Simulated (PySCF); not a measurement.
C7H4BrO2 (charge -1).
Numbering: `[O:1]=[C:2]([O-:3])[c:4]1[cH:5][cH:6][c:7]([Br:8])[cH:9][cH:10]1` (hydrogens: H11 on C5; H12 on C6; H13 on C9; H14 on C10)

Linear response at B3LYP/def2-SVPD (PySCF, frozen core in the response, non-relativistic). Geometry: PBE0-D3(BJ)/def2-SVP; no solvent, vibrations or thermal averaging. The geometry's basis has no diffuse functions, a weakness for an anion. The B3LYP/def2-SVPD calculation is non-relativistic and has no spin–orbit coupling, an omission that weighs most on bromine.

Static isotropic polarisability: 121.81 au (18.05 Å³), principal values 71.2, 118.8, 175.4 au.

Q: What is the polarisability at 1064 nm and at the sodium D line?

A: 123.64 au at 1064 nm (+1.5 %), 128.20 au at 589.3 nm (+5.2 %). The rise at 589.3 nm is 3.50 times that at 1064 nm; a pure ω² law gives 3.26. The lowest singlet lies at 353 nm, shorter than both wavelengths.

Q: What is the isotropic C6 coefficient between two such ions, C6 = (3/π)∫α(iω)² dω?

A: 5095 au (Eh·bohr⁶) by a ten-point quadrature over imaginary frequencies, which is 3040 eV·Å⁶ or 294 J·nm⁶/mol.

Q: Which effective excitation energy ω̄ makes London's formula C6 = (3/4)α²ω̄ exact here?

A: ω̄ = 4·C6/(3α²) = 0.458 Eh = 12.5 eV. A one-pole form α(ω) = α/(1 − ω²/ω̄²) fitted to the 1064 nm value gives 9.6 eV.

Q: The lowest 6 singlets have (eV, f): 3.51, 0.000; 3.66, 0.000; 3.80, 0.000; 3.87, 0.000; 3.95, 0.002; 3.95, 0.000. What share of the static polarisability do they carry in the sum over states α = Σ f/ω²?

A: 0.09 au, 0.1 % of α; the largest term, 0.08 au, is that of the state at 3.95 eV. Their oscillator strengths add up to 0.00. Higher states carry the rest.

Q: What molar refraction at the D line follows from R = (4π/3)·N_A·α′, with α′ the polarisability volume?

A: α′ = 19.00 Å³ gives R = 47.92 cm³/mol, for isolated, non-vibrating species.

Q: What three-body coefficient follows from the one-pole estimate C9 = (3/4)·α·C6?

A: 465000 au. This is an estimate from the two numbers above, not a computed integral.

Q: What does −C6/R⁶ come to at R = 12 Å between centres?

A: -98 J/mol. This is the leading, orientation-averaged term; C8 and higher terms are left out. The Coulomb repulsion of the two net charges at that distance is 116 kJ/mol.

Q: How many electrons N does the Slater–Kirkwood formula C6 = (3/4)·√N·α^(3/2) need to give this C6?

A: N = (4·C6/3)²/α³ = 25.5; the species has 98 electrons in all.

Time: 3.5 min wall; peak memory 1.1 GiB. Hardware: one thread, Intel Xeon at 2.50 GHz (x86_64), no GPU, shared host with 64 logical CPUs at a one-minute load of 59. This is the whole response run at B3LYP/def2-SVPD, SCF included.

Shape of the structure used: `[O:1]=[C:2]([O-:3])[c:4]1[cH:5][cH:6][c:7]([Br:8])[cH:9][cH:10]1`: O1–C2–C4–C5 -179°.
